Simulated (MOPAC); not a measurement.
A run for MOPAC: AM1 on AsH3 (SMILES [AsH3]).

```
AM1 1SCF PRECISE CHARGE=0 THREADS=1
AsH3

As     0.37495410 1    -0.17239571 1     2.68248411 1
H     -0.74710526 1    -0.56229442 1     3.61428149 1
H      0.84764340 1     1.06376583 1     3.40895728 1
H      1.42331354 1    -1.13762316 1     3.18106561 1
```

Output:

```
*******************************************************************************
 **                                                                           **
 **                              MOPAC v23.2.5                                **
 **                                                                           **
 *******************************************************************************
 ** MOPAC's Digital Object Identifier: https://doi.org/10.5281/zenodo.6511958 **
 **                                                                           **
 ** Please cite the open-source release paper for use of this MOPAC version:  **
 ** J. E. Moussa and J. J. P. Stewart (2026)                                  **
 ** MOPAC: An open-source semiempirical molecular orbital program             **
 ** J. Open Source Softw., 11(119), 8025, https://doi.org/10.21105/joss.08025 **
 *******************************************************************************

                              AM1 CALCULATION RESULTS

 *******************************************************************************
 *  AM1        - The AM1 Hamiltonian to be used
 *
 *
 *
 *                 CHARGE ON SYSTEM = 0
 *
 *
 *
 *  PRECISE    - TIGHTER CRITERIA TO BE USED
 *  1SCF       - DO 1 SCF AND THEN STOP
 *  THREADS=1  - MULTI-THREADING NOT USED
 *  T=         - A TIME OF 172800.0 SECONDS REQUESTED
 *  DUMP=N     - RESTART FILE WRITTEN EVERY 7200.0 SECONDS REQUESTED
 *******************************************************************************
AM1 1SCF PRECISE CHARGE=0 THREADS=1
 AsH3

   ATOM   CHEMICAL          X               Y               Z
  NUMBER   SYMBOL      (ANGSTROMS)     (ANGSTROMS)     (ANGSTROMS)

     1      As          0.37495410  *  -0.17239571  *   2.68248411  *
     2       H         -0.74710526  *  -0.56229442  *   3.61428149  *
     3       H          0.84764340  *   1.06376583  *   3.40895728  *
     4       H          1.42331354  *  -1.13762316  *   3.18106561  *



          CARTESIAN COORDINATES

    NO.       ATOM           X           Y           Z

     1        As          0.3750     -0.1724      2.6825
     2         H         -0.7471     -0.5623      3.6143
     3         H          0.8476      1.0638      3.4090
     4         H          1.4233     -1.1376      3.1811

  H: (AM1): M.J.S. DEWAR ET AL, J. AM. CHEM. SOC. 107 3902-3909 (1985)
 As: (AM1): J. J. P. STEWART, J. MOL. MOD., 10, 155-164 (2004)

           Empirical Formula: H3 As  =     4 atoms



      MOLECULAR POINT GROUP   :   C3v


      RHF CALCULATION, NO. OF DOUBLY OCCUPIED LEVELS = 4


 -------------------------------------------------------------------------------
 AM1 1SCF PRECISE CHARGE=0 THREADS=1
 AsH3



     1SCF WAS SPECIFIED, SO BFGS WAS NOT USED
     SCF FIELD WAS ACHIEVED


                              AM1 CALCULATION
                                                       MOPAC v23.2.5 Linux




          FINAL HEAT OF FORMATION =          4.22334 KCAL/MOL =      17.67046 KJ/MOL


          COSMO AREA              =         67.09 SQUARE ANGSTROMS
          COSMO VOLUME            =         49.31 CUBIC ANGSTROMS

          IONIZATION POTENTIAL    =         10.203643 EV
          HOMO LUMO ENERGIES (EV) =        -10.204  1.151
          NO. OF FILLED LEVELS    =          4
          MOLECULAR WEIGHT        =         77.9453         POINT GROUP:  C3v

          MOLECULAR DIMENSIONS (Angstroms)

            Atom       Atom       Distance
            H     3    H     2     2.28680
            H     4    H     2     1.98042
            H     3   As     1     0.73222


          SCF CALCULATIONS        =          1





   ATOM   CHEMICAL          X               Y               Z
  NUMBER   SYMBOL      (ANGSTROMS)     (ANGSTROMS)     (ANGSTROMS)

     1      As          0.37495410  *  -0.17239571  *   2.68248411  *
     2       H         -0.74710526  *  -0.56229442  *   3.61428149  *
     3       H          0.84764340  *   1.06376583  *   3.40895728  *
     4       H          1.42331354  *  -1.13762316  *   3.18106561  *

                             CARTESIAN COORDINATES

   1   As        0.374954100    -0.172395710     2.682484110
   2    H       -0.747105260    -0.562294420     3.614281490
   3    H        0.847643400     1.063765830     3.408957280
   4    H        1.423313540    -1.137623160     3.181065610


           Empirical Formula: H3 As  =     4 atoms



      MOLECULAR POINT GROUP   :   C3v


                  EIGENVALUES
 -19.79309 -12.63226 -12.63221 -10.20364   1.15072   1.84425   1.84428


              NET ATOMIC CHARGES AND DIPOLE CONTRIBUTIONS

  ATOM NO.   TYPE          CHARGE      No. of ELECS.   s-Pop       p-Pop
    1         As           0.394387        4.6056     1.83466     2.77095
    2          H          -0.131463        1.1315     1.13146
    3          H          -0.131462        1.1315     1.13146
    4          H          -0.131462        1.1315     1.13146
 DIPOLE           X         Y         Z       TOTAL
 POINT-CHG.    -0.252     0.075    -1.362     1.387
 HYBRID         0.440    -0.131     2.381     2.425
 SUM            0.188    -0.056     1.019     1.038


          ATOMIC ORBITAL ELECTRON POPULATIONS

     Atom    s        px        py        pz
    1 As   1.83466   0.86715   0.86150   1.04230
    2  H   1.13146
    3  H   1.13146
    4  H   1.13146

 **********************
 *                    *
 * JOB ENDED NORMALLY *
 *                    *
 **********************




 == MOPAC DONE ==
```

The run finished.

Cost: very roughly 0.020 core-seconds.
